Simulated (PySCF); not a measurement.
# Dipole moment and polarisability of `FC(F)(F)C[NH+]1[BH2-][NH2+][BH2-]1`

Species: C2H9B2F3N2.
Numbering: `[F:1][C:2]([F:3])([F:4])[CH2:5][NH+:6]1[BH2-:7][NH2+:8][BH2-:9]1` (hydrogens: H10, H11 on C5; H12 on N6; H13, H14 on B7; H15, H16 on N8; H17, H18 on B9)

Structure used (PBE0-D3(BJ)/def2-SVP), in Å, numbered top down from 1:
```
atom  x, y, z in Å
F1    -3.6048    0.2689   -0.1905
C2    -2.4695   -0.0493    0.4319
F3    -2.3472    0.7377    1.4971
F4    -2.5868   -1.3101    0.8796
C5    -1.2999    0.0647   -0.5177
N6    -0.0559   -0.3623    0.0909
B7     1.2487   -0.3854   -0.8411
N8     2.1060    0.4481    0.2051
B9     0.7634    0.6366    1.0441
H10   -1.2122    1.1092   -0.8437
H11   -1.5388   -0.5508   -1.3994
H12   -0.2011   -1.2699    0.5303
H13    1.6679   -1.5157   -1.0164
H14    1.0492    0.2512   -1.8601
H15    2.8363   -0.0780    0.6768
H16    2.5141    1.3059   -0.1542
H17    0.3378    1.7709    0.9358
H18    0.8524    0.2239    2.1849
```

Level: CAM-B3LYP/def2-SVPD (PySCF), static field, nuclei fixed, core orbitals frozen in the response. The polarisability tensor in these axes (au):

```
x   79.25 -0.56  0.14
y   -0.56 67.66  1.81
z    0.14  1.81 71.18
```

Question: Give the principal values, the mean and the anisotropy Δα = √{½[(α1 − α2)² + (α2 − α3)² + (α1 − α3)²]}.

Answer: Principal values 66.87, 71.94 and 79.28 au; mean 72.70 au = 10.77 Å³ = 11.99 × 10⁻⁴⁰ C²·m²/J; Δα = 10.80 au (15 % of the mean).

Question: What is the dipole moment, and where does it point?

Answer: (2.24, -0.08, -0.90) D, 2.41 D in size, pointing from the negative to the positive side. Measured along this direction, the outermost atoms are F1 at the negative end and H15 and H16 at the positive end.

Question: Refractivity n − 1 of an ideal gas of it at 400 K and 1 atm, from the electronic α?

Answer: N = p/kT = 1.8347 × 10¹⁹ cm⁻³, so n − 1 = 2π × N × 10.77 × 10⁻²⁴ cm³ = 1242 × 10⁻⁶ at long wavelengths, for an ideal gas.

Question: Along which axes do the principal values lie, and how far do the nuclei extend along each?

Answer: Largest value along (1.00, -0.05, 0.01), where the nuclei span 6.46 Å; middle along (0.01, 0.39, 0.92), 3.72 Å; least along (0.05, 0.92, -0.39), 3.04 Å. The response follows the extents in order.

Question: Orientational against electronic polarisability at 500 K (dilute gas, rigid molecules)?

Answer: In Gaussian units μ²/3kT = 28.13 Å³ against 10.77 Å³, a ratio of 2.61; the Debye molar polarisation (4π/3)N_A(α + μ²/3kT) is 98.1 cm³/mol, leaving out the vibrational part.

Question: Rayleigh depolarisation ratio (linearly polarised light, static tensor)?

Answer: ρ = 3Δα²/(45ᾱ² + 4Δα²) = 350.1/(237815 + 466.8) = 0.00147.

Question: In TDDFT the mean static polarisability is Σ f/ω² over all singlet excitations (ω in hartree). How much of it do the 10 lowest give? Their energies (eV) and oscillator strengths: 7.42, 0.0014; 7.71, 0.0452; 7.88, 0.0082; 8.11, 0.0015; 8.30, 0.0162; 8.63, 0.0044; 8.70, 0.0043; 8.84, 0.0116; 8.96, 0.0206; 9.05, 0.0477.

Answer: They add up to 1.69 au, 2.3 % of the 72.70 au; the largest single term is 0.56 au, from the state at 7.71 eV. Terms in order: 0.02, 0.56, 0.10, 0.02, 0.17, 0.04, 0.04, 0.11, 0.19, 0.43 au. Higher excitations give the rest. The strengths listed sum to 0.161.

Geometry: PBE0-D3(BJ)/def2-SVP, one conformer, isolated molecule.
